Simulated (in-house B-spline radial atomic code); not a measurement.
Configurations of the caesium ion Cs³⁺, with energies counted from [Kr] 4d10 5s2 5p4. All numbers are computed (scalar-relativistic (X2C) B97-1, spin-polarised, spherical fractional occupations, exact exchange averaged over the configuration; Fermi nucleus of rms radius 4.8041 fm) with a radial B-spline atomic code at the basis-set limit, not measured. Shells without spins written out take the highest spin.

Occupations are held fixed; configurations that lie above the ionisation limit could autoionise.

```csv
configuration,E - E(ref) (eV),highest orbital,its <r> (bohr)
[Kr] 4d10 4f1 5s2 5p3,19.863,4f up,1.659
[Kr] 4d10 5s2 5p3 6d1,29.632,6d up,5.285
[Kr] 4d10 5s2 5p3 5f1,30.898,5f up,4.861
[Ar] 3d9 4s2 4p6 4d10 5s2 5p4 6d1,751.21,6d up,5.167
```

**Question.** Order these further configurations by energy, lowest first.
A. [Ar] 3d9 4s2 4p6 4d10 5s2 5p4 6f1
B. [Kr] 4d10 5s2 5p3 6f1
C. [Kr] 4d10 5s1 5p4 6d1
D. [Kr] 4d10 5s1 5p4 6p1

**Answer.** B (35.134 eV), D (39.038 eV), C (44.495 eV), A (756.65 eV).
